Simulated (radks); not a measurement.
All-electron atom: Pm in [Xe] 4f4.5 5d0.5 6s2 (fractional occupations, a model configuration).

Method: Dirac Kohn-Sham, PBE, spin-unpolarised, spherical densities, point nucleus; open shells fill j = l - 1/2 first; computed with a radial shooting solver on a logarithmic mesh with Libxc functionals.

Energy parts (Ry):
| part | energy |
|---|---|
| total | -20054.3017 |
| kinetic | 21688.0917 |
| electron-nucleus | -49059.1777 |
| Hartree | 7775.8506 |
| exchange-correlation | -459.0664 |

Orbitals (lengths in bohr, moments of r in powers of bohr):
1s1/2: occ. 2; eigenvalue (Ry) -3306.239; <r> 0.02318
2s1/2: occ. 2; eigenvalue (Ry) -537.4666; <r> 0.09845
2p1/2: occ. 2; eigenvalue (Ry) -508.9390; <r> 0.08245
2p3/2: occ. 4; eigenvalue (Ry) -467.7628; <r> 0.08897
3s1/2: occ. 2; eigenvalue (Ry) -117.3857; <r> 0.2601
3p1/2: occ. 2; eigenvalue (Ry) -105.1643; <r> 0.2498
3p3/2: occ. 4; eigenvalue (Ry) -96.88525; <r> 0.2624
3d3/2: occ. 4; eigenvalue (Ry) -75.66159; <r> 0.2339
3d5/2: occ. 6; eigenvalue (Ry) -73.86782; <r> 0.2378
4s1/2: occ. 2; eigenvalue (Ry) -23.51730; <r> 0.5925
4p1/2: occ. 2; eigenvalue (Ry) -18.86704; <r> 0.6076
4p3/2: occ. 4; eigenvalue (Ry) -17.05702; <r> 0.6361
4d3/2: occ. 4; eigenvalue (Ry) -9.41084; <r> 0.6811
4d5/2: occ. 6; eigenvalue (Ry) -9.08849; <r> 0.6913
5s1/2: occ. 2; eigenvalue (Ry) -3.18688; <r> 1.431
5p1/2: occ. 2; eigenvalue (Ry) -1.93148; <r> 1.611
5p3/2: occ. 4; eigenvalue (Ry) -1.68386; <r> 1.703
4f5/2: occ. 4.5; eigenvalue (Ry) -0.34927; <r> 1.002
4f7/2: occ. 0; eigenvalue (Ry) -0.31302; <r> 1.018
6s1/2: occ. 2; eigenvalue (Ry) -0.27503; <r> 4.267
5d3/2: occ. 0.5; eigenvalue (Ry) -0.17717; <r> 3.025
5d5/2: occ. 0; eigenvalue (Ry) -0.16222; <r> 3.127

The highest occupied level is 5d3/2 at -2.411 eV. The configuration is held as typed, so some empty levels lie below it. The density falls to 0.001 e/bohr^3 at r = 5.34 bohr. Summed over all electrons, <r^2> = 87.14 bohr^2, which gives a Langevin (diamagnetic) susceptibility term of -69 x 10^-6 cm^3/mol.
